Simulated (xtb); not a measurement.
H₆O₇Si₂, charge -1, doublet, at a GFN2-xTB geometry (a state made from the parent by changing its charge; the spin is typed, not shown lowest); xtb with GFN1-xTB.

The xtb input:
```
$ xtb mol.xyz --gfn 1 --chrg -1 --uhf 1 --etemp 3000 --json

# file mol.xyz
15

O      2.75559159     0.36519447     0.51794556
Si     1.26227498    -0.26258857     0.26144375
O      1.44514387    -1.60995694    -0.66316179
O      0.66798058    -0.61110425     1.74775740
O      0.30807010     0.77606306    -0.49096748
Si    -1.36067091     0.43686283    -0.65821033
O     -1.79411410     2.13196036    -0.50947530
O     -1.19485495    -1.30943573    -1.01846952
O     -1.89794818     0.01764981     0.92345541
H      3.37339596     0.08807722    -0.14903076
H      0.57187403    -1.75915530    -1.07362047
H     -0.29361179    -0.46460354     1.70940774
H     -1.07841442     2.66063400    -0.14967129
H     -1.30420585    -1.83958334    -0.22517351
H     -2.21044649     0.79182549     1.38614574
```

It wrote (shortened):

```
   ID    Z sym.   atoms
    1    8 O      1, 3-5, 7-9
    2   14 Si     2, 6
    3    1 H      10-15

           -------------------------------------------------
          |                Calculation Setup                |
           -------------------------------------------------

molecular fragmentation (1/2 indicates fragments):
111111112111112
# atoms in fragment 1/2:    13     2
 fragment masses (1/2) :      157.21       17.01
CMA distance (Bohr)    :   4.500
constraining FC (au)   :  0.0500

           -------------------------------------------------
          |                 G F N 1 - x T B                 |
           -------------------------------------------------

          ...................................................
          :                      SETUP                      :
          :.................................................:
          :  # basis functions                  60          :
          :  # atomic orbitals                  58          :
          :  # shells                           32          :
          :  # electrons                        57          :
          :  # halogen bonds                     0          :
          :  max. iterations                   250          :
          :  Hamiltonian                  GFN1-xTB          :
          :  restarted?                      false          :
          :  GBSA solvation                  false          :
          :  PC potential                    false          :
          :  electronic temp.         3000.0000000     K    :
          :  accuracy                    1.0000000          :
          :  -> integral cutoff          0.2500000E+02      :
          :  -> integral neglect         0.1000000E-07      :
          :  -> SCF convergence          0.1000000E-05 Eh   :
          :  -> wf. convergence          0.2000000E-04 e    :
          :  Broyden damping             0.4000000          :
          :  net charge                         -1          :
          :  unpaired electrons                  1          :
          ...................................................

 iter      E             dE          RMSdq      gap      omega  full diag
   1    -40.6319805 -0.406320E+02  0.776E+00    4.73       0.0  T
   2    -40.6507834 -0.188029E-01  0.453E+00    3.76       1.0  T
   3    -40.6438904  0.689298E-02  0.700E-01    3.73       1.0  T
   4    -40.6535838 -0.969341E-02  0.195E-01    3.37       1.0  T
   5    -40.6537711 -0.187287E-03  0.618E-02    3.52       1.0  T
   6    -40.6538531 -0.819565E-04  0.279E-02    3.52       1.0  T
   7    -40.6538710 -0.179614E-04  0.650E-03    3.52       4.0  T
   8    -40.6538711 -0.120262E-06  0.149E-03    3.52      17.3  T
   9    -40.6538712 -0.164549E-07  0.225E-04    3.52     114.8  T
  10    -40.6538712 -0.948319E-09  0.450E-05    3.52     573.5  T
  11    -40.6538712 -0.189289E-10  0.669E-06    3.52    3857.5  T

   *** convergence criteria satisfied after 11 iterations ***

         :::::::::::::::::::::::::::::::::::::::::::::::::::::
         ::                     SUMMARY                     ::
         :::::::::::::::::::::::::::::::::::::::::::::::::::::
         :: total energy             -40.456007560368 Eh    ::
         :: gradient norm              0.058579343878 Eh/a0 ::
         :: HOMO-LUMO gap              3.516350785216 eV    ::
         ::.................................................::
         :: SCC energy               -40.653871164723 Eh    ::
         :: -> electrostatic           0.431013917190 Eh    ::
         :: repulsion energy           0.204592330619 Eh    ::
         :: dispersion energy         -0.006728726264 Eh    ::
         :: halogen bond corr.         0.000000000000 Eh    ::
         :: add. restraining           0.000000000000 Eh    ::
         :: total charge              -1.000000000000 e     ::
         :::::::::::::::::::::::::::::::::::::::::::::::::::::

           -------------------------------------------------
[...]
        27        2.0000           -0.2700281              -7.3478
        28        2.0000           -0.2669008              -7.2627
        29        0.9990           -0.0824763              -2.2443 (HOMO)
        30        0.0011            0.0467473               1.2721 (LUMO)
        31        0.0000            0.0824970               2.2449
        32        0.0000            0.0919805               2.5029
        33        0.0000            0.0948303               2.5805
        34        0.0000            0.1168584               3.1799
        35                          0.1437174               3.9108
        36                          0.1548531               4.2138
        37                          0.2084307               5.6717
        38                          0.2261395               6.1536
        39                          0.2581310               7.0241
        40                          0.3394244               9.2362
       ...                                ...                  ...
        58                          1.8494989              50.3274
      -------------------------------------------------------------
                  HL-Gap            0.1292235 Eh            3.5164 eV
             Fermi-level           -0.0942208 Eh           -2.5639 eV

  Mulliken/CM5 charges         n(s)   n(p)   n(d)
     1O    -0.54602 -0.71965   1.655  4.891  0.000
     2Si    0.62402  0.58219   0.729  1.394  1.253
     3O    -0.59213 -0.75958   1.671  4.921  0.000
     4O    -0.57069 -0.73707   1.663  4.907  0.000
     5O    -0.43957 -0.45610   1.631  4.808  0.000
     6Si    0.47595  0.44267   0.989  1.482  1.054
     7O    -0.64052 -0.81453   1.682  4.958  0.000
     8O    -0.64326 -0.83278   1.690  4.953  0.000
     9O    -0.60901 -0.80632   1.682  4.927  0.000
    10H     0.32418  0.51350   0.676  0.000  0.000
    11H     0.36452  0.56763   0.635  0.000  0.000
    12H     0.36564  0.57048   0.634  0.000  0.000
    13H     0.29235  0.47696   0.708  0.000  0.000
    14H     0.30346  0.49255   0.697  0.000  0.000
    15H     0.29108  0.48004   0.709  0.000  0.000

Wiberg/Mayer (AO) data.
largest (>0.10) Wiberg bond orders for each atom

 ---------------------------------------------------------------------------
     #   Z sym  total        # sym  WBO       # sym  WBO       # sym  WBO
 ---------------------------------------------------------------------------
     1   8 O    2.152 --     2 Si   1.220    10 H    0.865
     2  14 Si   5.236 --     5 O    1.321     4 O    1.275     3 O    1.238
                             1 O    1.220
     3   8 O    2.126 --     2 Si   1.238    11 H    0.783
     4   8 O    2.154 --     2 Si   1.275    12 H    0.788
     5   8 O    2.421 --     2 Si   1.321     6 Si   0.945
     6  14 Si   4.253 --     9 O    1.049     7 O    1.046     8 O    0.981
                             5 O    0.945
     7   8 O    2.003 --     6 Si   1.046    13 H    0.875
     8   8 O    2.008 --     6 Si   0.981    14 H    0.873
     9   8 O    2.075 --     6 Si   1.049    15 H    0.884
    10   1 H    0.907 --     1 O    0.865
    11   1 H    0.896 --     3 O    0.783
    12   1 H    0.892 --     4 O    0.788
    13   1 H    0.949 --     7 O    0.875
    14   1 H    0.935 --     8 O    0.873
    15   1 H    0.957 --     9 O    0.884
 ---------------------------------------------------------------------------

Topologies differ in total number of bonds
Writing topology from bond orders to xtbtopo.mol

 dipole moment from electron density (au)
     X       Y       Z
   0.5694  -0.0759   0.7121  total (Debye):    2.326

           -------------------------------------------------
          | TOTAL ENERGY              -40.456007560368 Eh   |
          | GRADIENT NORM               0.058579343878 Eh/α |
          | HOMO-LUMO GAP               3.516350785216 eV   |
           -------------------------------------------------

normal termination of xtb
```
